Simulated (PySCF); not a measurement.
Polarisability and C₆ of Sb²⁺ (antimony, charge +2)

[Kr] 4d10 5s2 5p1, 2P determinant. Computed with PySCF 2.14 in aug-cc-pwCVTZ-PP with ECP28MDF, with a scalar-relativistic core potential. Coupled (time-dependent) response in atomic units; α is the mean over directions.

```csv
method,mean α (bohr³),"α xx, yy, zz",C₆ (like pair),S(−4)
UHF,16.96,"16.99, 16.92, 16.99",108.4,88.91
PBE,15.53,"15.20, 16.20, 15.20",97.55,72.02
PBE0,15.79,"15.58, 16.21, 15.58",99.51,74.52
TPSS,15.87,"15.62, 16.38, 15.62",100.9,74.55
PW91,15.47,"15.13, 16.14, 15.13",97.03,71.49
```

S(−4) is the Cauchy moment in α(ω) = α(0) + S(−4) ω² + …

Spin-orbit coupling is absent.

α(iu) at TPSS:

| u (hartree) | α(iu) (bohr³) |
| --- | --- |
| 0 | 15.87 |
| 0.0500 | 15.69 |
| 0.100 | 15.16 |
| 0.200 | 13.42 |
| 0.300 | 11.36 |
| 0.500 | 7.907 |
| 0.750 | 5.335 |
| 1.00 | 3.918 |
| 1.50 | 2.502 |
| 2.00 | 1.802 |
| 3.00 | 1.095 |
| 5.00 | 0.5303 |

For an ion, C₆ is the dispersion term alone; charge-induced terms of lower order in 1/R come first.

The components differ because the open shell of this determinant is not spherical; for a pure term their mean is the scalar polarisability.

Energies and moments cover only the electrons outside the core potential.
